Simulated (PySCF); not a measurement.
SMILES S[SiH2][SiH2]c1cccs1 at its GFN2-xTB optimised geometry (Å):

```
16

S      5.2022    -0.9831     2.0612
Si     3.0573    -1.2460     1.9868
Si     2.3597    -0.2907     0.0000
C      0.4867    -0.2907     0.0000
C     -0.3772     0.7643     0.0000
C     -1.7378     0.3900     0.0189
C     -1.9016    -0.9572     0.0340
S     -0.3963    -1.7863     0.0250
H      5.3919    -1.5836     3.2239
H      2.5632    -0.6372     3.2250
H      2.8496    -2.6886     2.1304
H      2.7589     1.1113    -0.1712
H      2.8127    -1.0389    -1.1805
H     -0.0420     1.7863    -0.0150
H     -2.5537     1.0910     0.0201
H     -2.8127    -1.5218     0.0470
```

Level of theory: PBE/def2-TZVP run with PySCF.

Map of the HOMO amplitude (bohr^(-3/2)) on the plane z = 1.5 Å; orbital energy -5.97 eV, overall sign arbitrary:

```
|#############################|
|#############################|
|#############################|
|#############################|
|#############################|
|#############################|
|#############################|
|#############################|
|#############################|
|#############################|
|#############################|
|#############################|
|#######***################%%%|
|######*****#########***###%%@|
|######*****########****##%%@@|
|#####*******#######*****#%%@@|
|#####*******#######*****#####|
|#####*******#######*******+=:|
|######******###########**+=: |
|######******#########%%#*+=:.|
|#######****#########%%%%#*+=-|
|####################%%%%#*++=|
|####################%%%%##**+|
|#####################%%###***|
|###########################**|
|############################*|
|#############################|
|#############################|
|#############################|
```
Scale: ten equal steps from -0.177 (start of ' ') to 0.070 (end of '@'), in the order ' .:-=+*#%@'; x runs from -5.00 to 5.00, y from -5.00 (bottom) to 5.00 (top).
